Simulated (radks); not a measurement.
Q: The barium ion Ba2+, [Xe]. Method: non-relativistic Kohn-Sham, LDA (Slater exchange, Perdew-Wang correlation), spin-polarised, spherical densities, point nucleus; computed with a radial shooting solver on a logarithmic mesh with Libxc functionals. Every spin shell is full or empty, so the densities are truly spherical. Functionals are evaluated on that one density, not self-consistently. Rank these exchange functionals by their error against the exact value of the orbitals, and give that value: LDA, PBE, RPBE, PW86, OPTX, WC, SOGGA, G96, APBE, SCAN.

A: Exact: -188.765 hartree. From best to worst, with 100 (|E| - |E exact|)/|E exact| (equal figures are ties): SCAN +0.14, PW86 -0.25, RPBE -0.25, APBE +0.28, G96 +0.36, PBE -0.43, WC -0.82, OPTX +1.33, SOGGA -2.20, LDA -4.65.
